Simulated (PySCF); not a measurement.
AlGeH₅O₃, SMILES [GeH3][O][Al]([OH])[OH].

Coordinates come from a ωB97X-D3(BJ)/def2-SVP optimisation. The structure was generated by enumeration; whether it is a known compound was not checked. One conformer was computed; it need not be the lowest.

Two levels are set side by side: TDA-PBE/def2-SVPD (PySCF) and TDA-CAM-B3LYP/def2-SVPD (PySCF). Vertical, same geometry. The lowest singlet is HOMO−1→LUMO 98 % with PBE and HOMO−1→LUMO 62 %, HOMO→LUMO 24 % with the other functional; states are paired by order. Differences are taken from unrounded values.

| quantity | TDA-PBE |
|---|---|
| lowest singlet excitation (eV) | 5.54 |
| lowest triplet excitation (TDA) (eV) | 5.33 |
| first bright state (f over 0.05) (eV) | 6.38 |
| its oscillator strength | 0.06 |

**Question.** These are the TDA-PBE values. What does TDA-CAM-B3LYP give? (Estimate from the structure and the level; the computed values follow.)

**Answer.** 
```tsv
quantity	TDA-CAM-B3LYP	TDA-PBE minus TDA-CAM-B3LYP
lowest singlet excitation (eV)	6.72	-1.18
lowest triplet excitation (TDA) (eV)	6.40	-1.07
first bright state (f over 0.05) (eV)	7.67	-1.29
its oscillator strength	0.11	-0.05
```

A lower first singlet is the usual sign of a functional without exact exchange. Differences between two approximate levels are no errors against the true value.

Rough cost on one machine, each run with all the roots and properties that it gave: TDA-CAM-B3LYP against TDA-PBE about 4 times.
